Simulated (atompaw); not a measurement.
# neodymium (Nd): one change to a PAW (atompaw) potential, before and after

Nd, PAW, made with atompaw 4.2.0.5 (LDA (PW92), scalar-relativistic). Core [Xe], reference 4f3 5d0 6s0 6p0 (charge +3). Waves: 6s (bound, empty): rc 2.95 bohr; 6s channel at -1.2 Ry: rc 2.95 bohr; 6p (bound, empty): rc 2.95 bohr; 6p channel at -0.25 Ry: rc 2.90 bohr; 5d (bound, empty): rc 2.95 bohr; 5d channel at 2.3 Ry: rc 2.95 bohr; 4f (bound): rc 0.95 bohr; 4f channel at -1.8 Ry: rc 0.95 bohr. Local part: bessel scheme, radius 2.75 bohr. Core correction: smooth core density matched at 2.20 bohr. Augmentation charge: sinc compensation charge, radius 2.50 bohr; PAW radius 2.95 bohr; waves and projectors: custom rrkj gramschmidtortho.

Change: all radii scaled by about 1.30 (s 3.84, p 3.84, d 3.84, f 1.24 bohr); local potential bessel scheme, radius 3.58 bohr; augmentation sinc compensation charge, radius 3.26 bohr; PAW radius 3.84 bohr; waves and projectors: custom rrkj gramschmidtortho; core correction smooth core density matched at 2.86 bohr.

Cutoffs: the cutoffs (Ry, on a coarse ladder) from which the occupation-weighted sum of valence levels, in a spherical-Bessel basis at the reference potential, stays within 10 and 1 mRy of its value at 400 Ry; they do not see the model core or the augmentation charge, which bear on the density cutoff.

Question: What does the change do?

Answer: The potential gets softer (160 Ry and 260 Ry → 90 Ry and 140 Ry); the bound ghost in p, s disappears. A larger radius leaves more room for a smooth pseudo-wave, so fewer plane waves are needed.

```json
{"quantity": "cutoff, loose", "base": "160 Ry", "changed": "90 Ry"}
{"quantity": "cutoff, tight", "base": "260 Ry", "changed": "140 Ry"}
{"quantity": "bound ghosts", "base": "s, p", "changed": "none"}
{"quantity": "lowest overlap eigenvalue by channel", "base": "s 0.59, p 0.95, d 0.81, f 1.00", "changed": "s 0.32, p 0.57, d 0.88, f 1.00"}
```

 A true bound ghost makes a file unfit for plane-wave use even where its test errors are small: the radial tests pick states by their node count and pass the ghost by. The cutoffs see the waves, projectors and local potential, not the compensation charge or the core.
